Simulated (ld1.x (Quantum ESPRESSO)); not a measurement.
# What the settings do to the TM potential of Sb (Z = 51)

Base potential:

- Element: antimony (Sb)
- Generator: ld1.x (Quantum ESPRESSO) 7.5
- Type: norm-conserving Troullier–Martins (Kleinman–Bylander form)
- Functional: LDA (PZ)
- Relativity: scalar-relativistic
- Frozen core: [Kr]
- Valence charge: 15
- Reference configuration: 4d10 5s2 5p3
- Partial waves: 5p (bound): rc 2.35 bohr; 4d (bound): rc 1.15 bohr; 5s (bound): rc 1.60 bohr
- Local potential: the s channel
- Core correction: Bessel-smoothed model core, default radius (core density twice the valence density)

All-electron outer shells of the reference configuration (LDA (PZ), scalar-relativistic, ld1.x):

| shell | level (eV) | outermost node (bohr) | outermost maximum (bohr) |
| --- | --- | --- | --- |
| 4s | -148.49 | 0.39 | 0.73 |
| 4p | -101.60 | 0.39 | 0.76 |
| 4d | -33.55 | 0.38 | 0.84 |
| 5s | -13.09 | 0.95 | 1.88 |
| 5p | -5.00 | 1.04 | 2.32 |

Cutoffs, loose and tight: the cutoffs (Ry, on a coarse ladder) from which the occupation-weighted sum of valence levels, in a spherical-Bessel basis at the reference potential, stays within 10 and 1 mRy of its value at 400 Ry. They do not see the model core or the augmentation charge, which bear on the density cutoff. Test errors are all-electron minus pseudo excitation energies from the reference, over the configurations 4d10 5s2 5p2; 4d10 5s2 5p1; 4d10 5s2 5p0; 4d9 5s2 5p4; 4d10 5s2 5p2.5; 4d10 5s2 5p3.3; 4d10 5s0 5p5 (two spin-polarised tests are not counted in the largest error). A dash means not determined; rows that change the core or the reference have their own tests. The largest error is taken over the tests solved by every variant that gives reliable tests at all: 4d10 5s2 5p0; 4d10 5s2 5p1; 4d10 5s2 5p2; 4d10 5s2 5p3.3; 4d9 5s2 5p4.

The default core radius of the base comes out at 0.61 bohr.

| change | outcome | cutoff, loose | cutoff, tight | bound ghosts | largest test error (meV) |
| --- | --- | --- | --- | --- | --- |
| base | generated | 110 Ry | 180 Ry | none | -400 |
| core correction none | failed: run_pseudo: Errors in PS-KS equation | – | – | – | – |
| core correction Bessel-smoothed model core inside 0.46 bohr | generated | 110 Ry | 180 Ry | none | -400 |
| core correction Bessel-smoothed model core inside 0.58 bohr | generated | 110 Ry | 180 Ry | none | -400 |
| core correction Bessel-smoothed model core inside 0.76 bohr | generated | 110 Ry | 180 Ry | none | -399 |
| core correction Bessel-smoothed model core inside 0.88 bohr | generated | 110 Ry | 180 Ry | none | -400 |
| core correction Bessel-smoothed model core inside 0.98 bohr | generated | 110 Ry | 180 Ry | none | -401 |
| core correction Bessel-smoothed model core inside 1.12 bohr | failed: run_pseudo: Errors in PS-KS equation | – | – | – | – |
| core correction Bessel-smoothed model core inside 1.26 bohr | generated | 110 Ry | 180 Ry | none | -398 |
| core correction Bessel-smoothed model core inside 1.36 bohr | generated | 110 Ry | 180 Ry | none | -394 |
